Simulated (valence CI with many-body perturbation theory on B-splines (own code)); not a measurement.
# E1 line list for Cu¹⁶⁺

Method: configuration interaction combined with many-body perturbation theory (CI+MBPT): three valence electrons over a frozen Dirac-Fock core [Ne], a basis of 11 s, 11 p, 10 d, 8 f, 5 g, 2 h functions for each j, with the one-electron correlation potential Σ1, the two-electron term Σ2, the three-electron term Σ3, Breit, model QED; selected CI, second order for the rest, scaled by the run's own slope (own B-spline code, finite nucleus).

No measured levels were compared; by estimate levels of excited configurations hold to 0.05 to 0.15 % of their energy, terms of the ground configuration to about 0.5 %.

Lines 151 to 200 of 578 in falling wavelength, among levels below 300.55 eV, chosen from the strongest by gf and those to the six lowest levels. Wavelengths and rates use the calculated energies, so an error of 400 cm⁻¹ moves a line at 24.26 nm by 0.097 % and its rate by three times that or more. Electric multipoles are in the length gauge, E1 and E2 with the static RPA response of the core. Weak lines are less certain than strong ones. Lines between different terms over intervals too small for the method are left out, as are lines whose strength nearly cancels. Where a level lies close to another of its J and parity, the split of strength between their lines is uncertain. The highest levels of a list are the least certain.

Names give the largest LS component (configuration and term), which can be under half, so a name can repeat, a term be missing and a line seem to break the LS rules; names also repeat where a configuration has a term twice. Letters in brackets count levels of one name in rising energy.

| λ vac (nm) | Upper | Lower | A (s⁻¹) | S (a.u.) with core polarisation | S without |
| --- | --- | --- | --- | --- | --- |
| 24.26 | 3d³ ²F_7/2 | 3p3d² ²D°_5/2 [c] | 2.02e+10 | 1.14e+00 | 1.18e+00 |
| 24.24 | 3d³ ²H_11/2 | 3p3d² ²G°_9/2 [b] | 3.29e+10 | 2.77e+00 | 2.86e+00 |
| 24.24 | 3d³ ²F_5/2 | 3p3d² ²D°_3/2 [c] | 2.00e+10 | 8.42e-01 | 8.68e-01 |
| 24.19 | 3p²3d ²D_5/2 [b] | 3s3p3d ²F°_7/2 [a] | 1.68e+10 | 7.05e-01 | 7.29e-01 |
| 24.19 | 3p3d² ²D°_3/2 [c] | 3s3d² ²F_5/2 | 1.03e+10 | 2.87e-01 | 2.96e-01 |
| 24.18 | 3p3d² ²P°_3/2 [b] | 3s3d² ²D_5/2 | 4.72e+09 | 1.32e-01 | 1.36e-01 |
| 24.07 | 3p³ ²D°_3/2 | 3s3p² ⁴P_3/2 | 1.04e+09 | 2.85e-02 | 2.95e-02 |
| 24.04 | 3s3p3d ⁴F°_5/2 | 3s3p² ²D_3/2 | 7.19e+06 | 2.96e-04 | 3.11e-04 |
| 24.03 | 3p²3d ⁴P_3/2 | 3s3p3d ⁴D°_5/2 | 7.66e+09 | 2.10e-01 | 2.17e-01 |
| 24.02 | 3p3d² ²F°_5/2 [c] | 3s3d² ²G_7/2 | 1.36e+10 | 5.59e-01 | 5.78e-01 |
| 24.02 | 3s3p3d ²F°_7/2 [b] | 3s²3d ²D_5/2 | 2.96e+10 | 1.62e+00 | 1.67e+00 |
| 23.98 | 3p3d² ²G°_9/2 [b] | 3s3d² ²G_9/2 | 7.75e+09 | 5.27e-01 | 5.45e-01 |
| 23.98 | 3p²3d ²D_3/2 [c] | 3s3p3d ²P°_1/2 [a] | 1.64e+10 | 4.47e-01 | 4.62e-01 |
| 23.97 | 3p²3d ²F_7/2 [b] | 3s3p3d ²F°_7/2 [a] | 1.24e+10 | 6.73e-01 | 6.96e-01 |
| 23.96 | 3p²3d ²D_5/2 [a] | 3s3p3d ⁴D°_7/2 | 7.69e+09 | 3.13e-01 | 3.24e-01 |
| 23.94 | 3p²3d ⁴D_7/2 | 3s3p3d ⁴F°_9/2 | 9.04e+09 | 4.90e-01 | 5.07e-01 |
| 23.93 | 3p³ ⁴S°_3/2 | 3s3p² ⁴P_5/2 | 1.80e+10 | 4.86e-01 | 5.04e-01 |
| 23.91 | 3p³ ²P°_1/2 | 3s3p² ²D_3/2 | 1.65e+10 | 2.23e-01 | 2.31e-01 |
| 23.90 | 3p²3d ⁴D_5/2 | 3s3p3d ⁴F°_7/2 | 8.84e+09 | 3.57e-01 | 3.69e-01 |
| 23.87 | 3p²3d ⁴P_5/2 | 3s3p3d ⁴P°_5/2 | 7.12e+09 | 2.87e-01 | 2.97e-01 |
| 23.82 | 3d³ ²G_9/2 | 3p3d² ²F°_7/2 [c] | 2.78e+10 | 1.85e+00 | 1.91e+00 |
| 23.77 | 3p3d² ²H°_9/2 | 3p²3d ²F_7/2 [b] | 3.63e+09 | 2.40e-01 | 2.48e-01 |
| 23.71 | 3p³ ²P°_3/2 | 3s3p² ²D_5/2 | 1.22e+10 | 3.21e-01 | 3.32e-01 |
| 23.62 | 3p²3d ⁴D_1/2 | 3s3p3d ⁴F°_3/2 | 1.41e+10 | 1.83e-01 | 1.89e-01 |
| 23.55 | 3p3d² ²G°_7/2 [b] | 3s3d² ²G_7/2 | 7.32e+09 | 3.78e-01 | 3.90e-01 |
| 23.54 | 3s3p3d ²F°_5/2 [b] | 3s²3d ²D_3/2 | 3.09e+10 | 1.19e+00 | 1.23e+00 |
| 23.52 | 3p²3d ²D_5/2 [c] | 3s3p3d ²P°_3/2 [a] | 2.16e+10 | 8.31e-01 | 8.59e-01 |
| 23.52 | 3p³ ²D°_5/2 | 3s3p² ⁴P_3/2 | 8.46e+06 | 3.26e-04 | 3.35e-04 |
| 23.49 | 3p²3d ²P_3/2 [b] | 3s3p3d ²F°_5/2 [a] | 6.01e+09 | 1.54e-01 | 1.59e-01 |
| 23.40 | 3p³ ²P°_3/2 | 3s3p² ²D_3/2 | 1.50e+09 | 3.80e-02 | 3.93e-02 |
| 23.34 | 3p²3d ⁴D_3/2 | 3s3p3d ⁴F°_5/2 | 8.50e+09 | 2.13e-01 | 2.21e-01 |
| 23.30 | 3p²3d ⁴D_5/2 | 3s3p3d ⁴F°_5/2 | 6.30e+09 | 2.36e-01 | 2.44e-01 |
| 23.30 | 3p3d² ²F°_5/2 [a] | 3p²3d ²D_3/2 [a] | 3.88e+09 | 1.45e-01 | 1.50e-01 |
| 23.29 | 3s3d² ²D_5/2 | 3s3p3d ²P°_3/2 [b] | 6.81e+09 | 2.55e-01 | 2.63e-01 |
| 23.25 | 3p³ ²D°_3/2 | 3s3p² ⁴P_1/2 | 1.12e+09 | 2.78e-02 | 2.88e-02 |
| 23.23 | 3p²3d ⁴P_1/2 | 3s3p3d ⁴D°_1/2 | 8.86e+09 | 1.10e-01 | 1.13e-01 |
| 23.22 | 3p²3d ²F_5/2 [b] | 3s3p3d ²F°_5/2 [a] | 1.25e+10 | 4.64e-01 | 4.79e-01 |
| 23.14 | 3p²3d ²D_3/2 [b] | 3s3p3d ²D°_5/2 [a] | 5.09e+09 | 1.25e-01 | 1.29e-01 |
| 23.11 | 3p3d² ²F°_7/2 [a] | 3p²3d ²D_5/2 [a] | 2.58e+09 | 1.26e-01 | 1.30e-01 |
| 23.08 | 3p²3d ⁴D_7/2 | 3s3p3d ⁴F°_7/2 | 4.02e+09 | 1.95e-01 | 2.02e-01 |
| 23.06 | 3p³ ⁴S°_3/2 | 3s3p² ⁴P_3/2 | 1.44e+10 | 3.49e-01 | 3.61e-01 |
| 23.04 | 3s3d² ²D_5/2 | 3s3p3d ²D°_3/2 [b] | 4.77e+09 | 1.73e-01 | 1.78e-01 |
| 22.93 | 3s3d² ²D_3/2 | 3s3p3d ²P°_1/2 [b] | 8.17e+09 | 1.94e-01 | 2.01e-01 |
| 22.86 | 3p²3d ²G_9/2 | 3s3p3d ⁴F°_9/2 | 2.48e+09 | 1.46e-01 | 1.51e-01 |
| 22.62 | 3d³ ²D_5/2 [b] | 3p3d² ²P°_3/2 [c] | 2.58e+10 | 8.85e-01 | 9.13e-01 |
| 22.61 | 3d³ ²P_3/2 | 3p3d² ²P°_3/2 [b] | 9.61e+09 | 2.19e-01 | 2.26e-01 |
| 22.57 | 3d³ ²D_3/2 [b] | 3p3d² ²P°_3/2 [c] | 7.22e+09 | 1.64e-01 | 1.69e-01 |
| 22.54 | 3s3p3d ²D°_3/2 [b] | 3s²3d ²D_5/2 | 1.77e+10 | 4.01e-01 | 4.14e-01 |
| 22.47 | 3s3p² ²S_1/2 | 3s²3p ²P°_1/2 | 2.99e+10 | 3.34e-01 | 3.46e-01 |
| 22.45 | 3s3p3d ²P°_1/2 [b] | 3s²3d ²D_3/2 | 3.54e+10 | 3.95e-01 | 4.09e-01 |
